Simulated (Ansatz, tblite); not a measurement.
Cost and result up the ladder for BeCl2(NH3)2 (BeN2Cl2H6) (11 atoms). The state is a singlet with charge 0. Geometry: PBE0-D4/def2-SVP.

```xyz
11

Be   -0.2104   -0.1756    0.6102
Cl    1.1611   -0.6189    1.9519
Cl   -2.1541   -0.2087    0.9245
N     0.0701   -1.3123   -0.7492
H     1.0204   -1.3286   -1.1196
H    -0.5929   -1.2238   -1.5195
H    -0.0936   -2.2251   -0.3198
N     0.1575    1.5018    0.0906
H    -0.3838    1.8468   -0.7022
H     1.1481    1.6868   -0.0684
H    -0.1225    2.0575    0.9013
```

Ansatz on 4 threads of Arm Neoverse V2 on a shared host; xTB runs through tblite on one thread. Times are rough, summed over both states, and most runs start from the orbitals of an earlier one. PBE0-D4/def2-TZVP serves as the yardstick here, not as an exact answer. The other state is a doublet.

The xTB rows come from tblite. HOMO above LUMO, or a gap near zero within one spin, warns that the state may not be the lowest or that an electron is smeared out.

Raw xTB energies of ions are shifted by several eV.

```json
{"level": "GFN2-xTB", "functions": "36", "wall time": "0.01 s", "vertical IE (eV)": "13.12", "difference from PBE0-D4/def2-TZVP (eV)": "3.77", "remarks": "–"}
{"level": "GFN1-xTB", "functions": "42", "wall time": "0.013 s", "vertical IE (eV)": "14.41", "difference from PBE0-D4/def2-TZVP (eV)": "5.05", "remarks": "–"}
{"level": "PBE-D4/def2-TZVP", "functions": "191", "wall time": "8 s", "vertical IE (eV)": "8.97", "difference from PBE0-D4/def2-TZVP (eV)": "-0.38", "remarks": "gap within one spin near zero (+1 doublet)"}
{"level": "PBE0-D4/def2-TZVP", "functions": "191", "wall time": "12 s", "vertical IE (eV)": "9.35", "difference from PBE0-D4/def2-TZVP (eV)": "0.00", "remarks": "–"}
{"level": "r2SCAN-D4/def2-TZVP (with forces)", "functions": "191", "wall time": "18 s", "vertical IE (eV)": "9.18", "difference from PBE0-D4/def2-TZVP (eV)": "-0.17", "remarks": "–"}
```
